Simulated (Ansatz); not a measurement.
Total energies of `NB[SiH2][AlH2]`.

Cartesian coordinates in Å:
```
N -2.0305 -0.6835 -0.5792
B -1.0007 -0.7835 0.3447
Si 0.9268 -0.5438 -0.1946
Al 1.6632 1.6791 0.5251
H -1.8829 -0.5390 -1.5644
H -3.0024 -0.7684 -0.3292
H -1.3011 -0.9681 1.4918
H 1.7823 -1.5893 0.4424
H 1.0908 -0.6695 -1.6780
H 2.2832 1.9261 1.9696
H 1.4712 2.9400 -0.4283
```

Charge 0, multiplicity 1. The geometry is a stationary point of PBE0-D4/def2-TZVP. It is one conformer, not always the lowest. Basis def2-TZVPP, the Gaussian-basis code of Ansatz.

RPA on PBE orbitals: Hartree–Fock energy of these orbitals -614.07217 Eh, correlation -0.96842 Eh (frozen core).

```csv
functional,kind,energy without D4 (Eh),D4 term (kJ/mol)
LDA (SPW92),LDA,-612.78704,–
PBE,GGA,-615.38319,-19.9
revPBE,GGA,-615.65500,-54.8
BLYP,GGA,-615.75040,-42.7
r2SCAN,meta-GGA,-615.68469,-4.9
B97M-V,meta-GGA with VV10,-615.66877,–
PBE0,"global hybrid, 25 % exact exchange",-615.45025,-17.0
B3LYP,"global hybrid, 20 %",-615.85089,-32.2
r2SCANh,"meta-GGA hybrid, 10 %",-615.67806,-5.3
r2SCAN0,"meta-GGA hybrid, 25 %",-615.66905,-5.9
HSE06 (plane-wave form),screened hybrid,-615.43206,-16.0
BHLYP,"global hybrid, 50 %",-615.74796,-26.6
CAM-B3LYP,range-separated hybrid,-615.75745,-17.6
LC-ωPBE,long-range corrected hybrid,-615.56307,–
ωB97X-V,range-separated hybrid GGA with VV10,-615.68338,–
ωB97M-V,range-separated hybrid meta-GGA with VV10,-615.69924,–
B2PLYP,double hybrid,-615.47658,–
PBE-QIDH,double hybrid,-615.26180,–
```

B3LYP takes the VWN-RPA correlation (the form of Gaussian; ORCA's B3LYP/G). HSE06 is the plane-wave form, built on full-range PBE exchange. The double hybrids freeze the cores in their second-order part.

LC-ωPBE has ω = 0.4 bohr⁻¹.
